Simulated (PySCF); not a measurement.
PySCF 2.14 output of an unrestricted r2SCAN0 calculation on a single atom or ion in cc-pVTZ-X2C (10s9p7d5f3g1h, 145 functions), with the spin-free X2C one-electron Hamiltonian (Gaussian nucleus):

```
SCF conv_tol = 1e-09
number electrons alpha = 35  beta = 35
    M. Bursch, H. Neugebauer, S. Ehlert, and S. Grimme.,  J. Chem. Phys. 156, 134105 (2022)
cycle= 1 E= -14059.3632749786  delta_E= 0.00302  |g|= 0.675  |ddm|= 0.385
cycle= 2 E= -14059.1839071038  delta_E= 0.179  |g|= 1.76  |ddm|= 0.369
cycle= 3 E= -14059.397513637  delta_E= -0.214  |g|= 0.0645  |ddm|= 0.253
cycle= 4 E= -14059.3979680817  delta_E= -0.000454  |g|= 0.0145  |ddm|= 0.0232
cycle= 5 E= -14059.397986965  delta_E= -1.89e-05  |g|= 0.000197  |ddm|= 0.00693
cycle= 6 E= -14059.3979869829  delta_E= -1.8e-08  |g|= 2.25e-05  |ddm|= 0.00167
cycle= 7 E= -14059.3979869839  delta_E= -9.08e-10  |g|= 4.13e-06  |ddm|= 0.00063
converged SCF energy = -14059.3979869839  <S^2> = -2.1316282e-14  2S+1 = 1
```

The run itself started from symmetry-adapted Hartree-Fock orbitals and held the occupation by maximum overlap, on a logarithmic radial grid, so the iterations belong to that start.

Problem. Which element, charge and spin multiplicity is this?

Solution. Yb (ytterbium, neutral), multiplicity 1; the state was [Xe] 4f14 6s2, closed-shell 1S.

Spin-orbit coupling, which splits the p, d and f shells strongly at this Z, is absent.
